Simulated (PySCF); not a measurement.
SMILES N[SiH2][S][Ge]([CH3])([CH3])[CH3] (C3H13GeNSSi), singlet (GFN2-xTB optimised geometry):

```
20

Si    -0.697    -0.459     3.411
N     -1.908     0.743     3.627
S     -1.068    -1.841     1.790
Ge    -0.321    -0.722     0.000
C     -0.989     1.164     0.000
C      1.674    -0.722     0.000
C     -1.024    -1.703    -1.580
H     -0.710    -1.319     4.578
H      0.546     0.261     3.157
H     -2.025     1.458     2.925
H     -2.813     0.448     3.957
H     -2.069     1.194     0.113
H     -0.734     1.635    -0.944
H     -0.536     1.740     0.802
H      2.052    -1.740     0.033
H      2.042    -0.247    -0.904
H      2.069    -0.183     0.856
H     -0.709    -2.742    -1.553
H     -0.654    -1.253    -2.497
H     -2.109    -1.679    -1.596
```

Method: PBE0/def2-SVP in PySCF.

### Question
What are the frontier orbital energies and the dipole moment?

### Answer
HOMO-2 -8.08 eV, HOMO-1 -7.30 eV, HOMO -6.62 eV, LUMO 0.92 eV, LUMO+1 1.20 eV; dipole moment 2.20 D.

On the same geometry PBE/def2-SVP (PySCF) gives HOMO-2 -6.80 eV, HOMO-1 -5.93 eV, HOMO -5.34 eV, LUMO 0.06 eV, LUMO+1 0.29 eV; dipole moment 2.17 D.

Meta-Löwdin charges at PBE0/def2-SVP: Si1 0.68, N2 -0.68, S3 -0.45, Ge4 0.73, C5 -0.51, C6 -0.51, C7 -0.50, H8 -0.10, H9 -0.11, H10 0.22, H11 0.22, H12 0.11, H13 0.12, H14 0.11, H15 0.12, H16 0.11, H17 0.11, H18 0.12, H19 0.11, H20 0.12.
